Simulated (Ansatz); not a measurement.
Cs2Br2, relaxed as a quintet with UKS PBE-D4/def2-SVP in Ansatz, starting from the PBE-D4/def2-SVP geometry of the neutral singlet. Force threshold 0.02 eV/Å.

In the def2 sets Cs takes a core potential; there is no spin–orbit coupling. At PBE-D4/def2-SVP a singlet of charge 0 lies 9.09 eV below the quintet, each at its own geometry. The structure comes from a short search, and lower isomers may exist.

Start:

```xyz
4

Cs   -1.163    1.943    0.786
Cs    1.157   -1.963   -0.747
Br    2.024    0.889    0.803
Br   -2.018   -0.869   -0.841
```

(1) Estimate the energy that the relaxation releases and the steps that it takes.

(2) Does the start keep its bonding and symmetry?

(3) Predict the relaxed structure.

Results:

(1) 1.17 eV, in 18 steps; 63 s on 4 threads of Arm Neoverse N1 on a shared host. The force fell under the threshold at step 9, but the optimiser went on and released 0.051 eV more. No frequencies were taken in this run, so the end may be a saddle point.

(2) Bonds lost: Cs1–Br3, Cs1–Br4, Cs2–Br3, Cs2–Br4 (atoms count from 1). Metal–metal contacts that move far: Cs1–Cs2 4.79 to 6.32 Å. Point group D2h at the start, C2v at the end, both within 0.05 Å.

(3) 
Cartesian coordinates in Å:
```
Cs -1.5429 2.5365 1.0836
Cs 1.5153 -2.6103 -0.9370
Br 3.1756 1.4109 1.2123
Br -3.1480 -1.3371 -1.3589
```
Bond lengths (bridged metal pairs left out): .
